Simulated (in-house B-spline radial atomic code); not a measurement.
# BHandHLYP excitations of the zirconium ion Zr⁴⁺

Method: BHandHLYP. Computed with a B-spline radial code for spherical atoms: linear response of the closed shell [Ar] 3d10 4s2 4p6 with the functional's adiabatic kernel; non-relativistic, point nucleus, no spin-orbit coupling, no double excitations, S, P, D and F terms only; shells from n = 2 respond. Only terms of natural parity with L up to 3 were computed.

Without relativity these are model numbers for so heavy an element.

Command:
```bash
python run_td.py task.json out
```
Settings (radii: box in bohr, nucleus in fm):
```
Z                        40
electrons                36
configuration            [Ar] 3d10 4s2 4p6
hamiltonian              nr
method                   bhandhlyp
box_radius               19.1
intervals                55
```

Run time, properties included: 1.5 s on 1 thread of Intel(R) Xeon(R) Platinum 8559C (Emerald Rapids), with other jobs on the host.

The lowest states, in the order of their Tamm-Dancoff energies; the method's threshold (minus the highest occupied level) is 76.87 eV. Labels give the largest channel, * marks a mixed state, and oscillator strengths are full-response dipole values. Semilocal kernels can invert the small singlet-triplet splittings of Rydberg terms. Energies in eV:

| state | full response | Tamm-Dancoff | oscillator strength |
| --- | --- | --- | --- |
| 4p → 4d 3P | ? | ? | - |
| 4p → 4d 3F | ? | ? | - |
| 4p → 4d 1F | 32.53 | 32.55 | - |
| 4p → 5s 3P | 39.98 | 39.99 | - |

Problem. Where does 4p → 4d 3F lie?

Solution. At 30.02 eV in full response, 30.23 eV in Tamm-Dancoff.

Problem. Where does 4p → 4d 3P lie?

Solution. At 29.577 eV in full response, 29.662 eV in Tamm-Dancoff.

Problem. How large is the singlet-triplet splitting of 4p → 4d (F terms) in Tamm-Dancoff?

Solution. 2.33 eV, from the unrounded values.

Problem. What polarisabilities and dispersion coefficient does the method give?

Solution. Dipole 3.041 bohr³, quadrupole 6.145 bohr⁵, C6 11 hartree·bohr⁶ for two such species.
